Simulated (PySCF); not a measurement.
CH5GaN, SMILES [CH3][Ga+][NH2], charge +1. Heavy atoms are numbered as in [Ga+:1]([CH3:2])[NH2:6]. Hydrogens are named by the atom that carries them.

Coordinates come from a ωB97X-D3(BJ)/def2-SVP optimisation. The multiplicity is an assumed one; other spin states were not compared. The isomer is the one that the SMILES or the coordinates give; other isomers of the formula were not compared. Other conformers were not sampled.

All values below come from PBE/pcSseg-1 (PySCF).

GIAO shieldings, no solvent; atoms alike by connectivity are averaged. δ = σ(ref) − σ: ¹³C against TMS (σ = 182.0 ppm); ¹H against TMS (σ = 31.49 ppm); ¹⁵N against NH3 (σ = 267.0 ppm), references at their B3LYP-D3(BJ)/def2-TZVP geometries, non-relativistic.

```csv
nucleus,atoms,count,δ (ppm)
¹³C,C2 (CH3),1,6.9
¹H,H on N6,2,4.63
¹H,H on C2,3,2.62
¹⁵N,N6 (NH2),1,76.2
```
